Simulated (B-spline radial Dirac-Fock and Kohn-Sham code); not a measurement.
# Form factor and incoherent scattering function of Mo²⁵⁺

System: Mo²⁵⁺, 1s2 2s2 2p6 3s2 3p5.

The run's input, task.json:

```json
{"items": [{
  "Z": 42,
  "q": 25,
  "cfg": [[1, 0, 2], [2, 0, 2], [2, 1, 6], [3, 0, 2], [3, 1, 5]],
  "A": 98,
  "rrms": 4.4091,
  "do": ["scatter"],
  "s": [0.0, 0.05, 0.1, 0.15, 0.2, 0.25, 0.3, 0.35, 0.4, 0.45, 0.5, 0.6, 0.7, 0.8, 0.9, 1.0, 1.1, 1.2, 1.4, 1.6, 1.8, 2.0, 2.5, 3.0, 3.5, 4.0, 5.0, 6.0],
  "pz": [0, 0.1, 0.2, 0.3, 0.4, 0.5, 0.6, 0.8, 1.0, 1.2, 1.4, 1.6, 1.8, 2.0, 2.5, 3.0, 4.0, 5.0, 7.0, 10.0, 15.0, 20.0, 30.0, 40.0, 60.0, 100.0],
  "hv_scatter": [2000, 5000, 10000, 17479.3, 20000, 100000, 200000, 1000000]
}]}
```

Launch: `python xray_run.py task.json out`

Method: Dirac-Fock orbitals of the configuration average with a finite nucleus. Computed with a radial B-spline solver. f₀ is the Fourier transform of the spherical electron density, S the Waller-Hartree incoherent function, and s = sin θ/λ. The electron scattering factor follows from the Mott-Bethe formula f_e = 0.023934 Å⁻¹·(Z − f₀)/s².

| s (Å⁻¹) | f₀ | S | f_e (Å) |
| --- | --- | --- | --- |
| 0 | 17.000 | 0.000 | – |
| 0.05 | 16.976 | 0.028 | 239.574 |
| 0.1 | 16.903 | 0.111 | 60.068 |
| 0.15 | 16.783 | 0.247 | 26.825 |
| 0.2 | 16.617 | 0.433 | 15.188 |
| 0.25 | 16.407 | 0.666 | 9.801 |
| 0.3 | 16.158 | 0.940 | 6.872 |
| 0.35 | 15.871 | 1.249 | 5.105 |
| 0.4 | 15.551 | 1.589 | 3.956 |
| 0.45 | 15.201 | 1.953 | 3.167 |
| 0.5 | 14.827 | 2.335 | 2.601 |
| 0.6 | 14.022 | 3.130 | 1.860 |
| 0.7 | 13.171 | 3.935 | 1.408 |
| 0.8 | 12.308 | 4.718 | 1.110 |
| 0.9 | 11.461 | 5.458 | 0.902 |
| 1 | 10.654 | 6.145 | 0.750 |
| 1.1 | 9.905 | 6.774 | 0.635 |
| 1.2 | 9.225 | 7.346 | 0.545 |
| 1.4 | 8.081 | 8.337 | 0.414 |
| 1.6 | 7.209 | 9.161 | 0.325 |
| 1.8 | 6.552 | 9.862 | 0.262 |
| 2 | 6.039 | 10.473 | 0.215 |
| 2.5 | 5.039 | 11.747 | 0.142 |
| 3 | 4.145 | 12.772 | 0.101 |
| 3.5 | 3.326 | 13.584 | 0.076 |
| 4 | 2.651 | 14.204 | 0.059 |
| 5 | 1.787 | 15.024 | 0.038 |
| 6 | 1.377 | 15.529 | 0.027 |

f₀ starts at the number of electrons, 17, and has fallen to half at s ≈ 1.33 Å⁻¹. The sum of ⟨r²⟩ over the electrons is 1.325 bohr². For an ion f_e diverges as s goes to zero, because of the net charge.
